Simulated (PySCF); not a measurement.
(E)-2-bromo-1-fluoroprop-1-ene (C3H4BrF), SMILES C/C(Br)=C\F.

Geometry: PBE0-D3(BJ)/def2-SVP.

Calculation: PySCF with TDDFT-CAM-B3LYP/def2-SVPD.

Vertical excitations. Gas-phase values at a fixed geometry. State labels are in the subgroup Cs.

Computed UV-visible absorptions:
```tsv
state	symmetry	energy (eV)	λ (nm)	f	main pairs
S1	A"	5.42	229	0.000	HOMO→LUMO 90 %
S2	A'	6.57	189	0.240	HOMO→LUMO+1 94 %
S3	A'	6.66	186	0.010	HOMO−1→LUMO 88 %
S4	A"	6.78	183	0.008	HOMO→LUMO+2 91 %
S5	A"	7.31	170	0.000	HOMO−1→LUMO+1 96 %
S6	A"	7.60	163	0.016	HOMO−2→LUMO 49 %, HOMO→LUMO+4 25 %, HOMO→LUMO+6 9 %
S7	A"	7.63	163	0.000	HOMO→LUMO+3 80 %
S8	A"	7.81	159	0.024	HOMO→LUMO+4 47 %, HOMO−2→LUMO 32 %, HOMO→LUMO+3 11 %
S9	A'	8.15	152	0.061	HOMO−1→LUMO+2 76 %, HOMO−1→LUMO+4 14 %
S10	A'	8.25	150	0.000	HOMO→LUMO+5 92 %
T1	A'	4.06	306	0	HOMO→LUMO+1 84 %
T2	A"	4.92	252	0	HOMO→LUMO 86 %
T3	A'	5.95	208	0	HOMO−1→LUMO 84 %
T4	A"	6.63	187	0	HOMO→LUMO+2 82 %
```
Triplets are in the Tamm–Dancoff approximation, which puts them higher than full response would, so one can lie above its singlet here.
